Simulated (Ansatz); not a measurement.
def2 core potentials replace the inner electrons of Bi.

B3LYP has the VWN-RPA correlation part, as in Gaussian. 

Z-matrix (Å, degrees):
```
C
H 1 1.1009
H 1 1.1018 2 109.32
C 1 1.4777 2 113.50 3 -127.38
C 4 1.3392 1 125.94 2 -14.64
H 5 1.0925 4 121.29 1 -176.97
H 5 1.0952 6 117.14 4 179.31
H 4 1.0976 5 118.40 6 -1.13
Bi 1 2.3070 2 107.70 3 113.67
O 9 2.0951 1 95.04 2 -72.46
H 10 0.9652 9 111.90 1 -28.41
O 9 2.0968 10 100.29 11 65.26
H 12 0.9654 9 111.55 10 -53.29
```
Charge 0, multiplicity 1.

Q: What LUMO, adiabatic ionisation energy (no zero-point term), dipole moment, HOMO, vertical ionisation energy (Delta-SCF), HOMO–LUMO gap, hole reorganisation energy (four-point) and total energy does B3LYP-D3(BJ)/def2-TZVP // PBE0-D3(BJ)/def2-SVP (Ansatz, a quantum-chemistry and plane-wave program) give?

A: 
```
Item                                                     Value
------------------------------------------------  ------------
LUMO                                                  -1.23 eV
adiabatic ionisation energy (no zero-point term)       7.74 eV
dipole moment                                           2.19 D
HOMO                                                  -6.53 eV
vertical ionisation energy (Delta-SCF)                 8.49 eV
HOMO–LUMO gap                                          5.31 eV
hole reorganisation energy (four-point)               1.267 eV
total energy                                      -483.8299 Ha
```
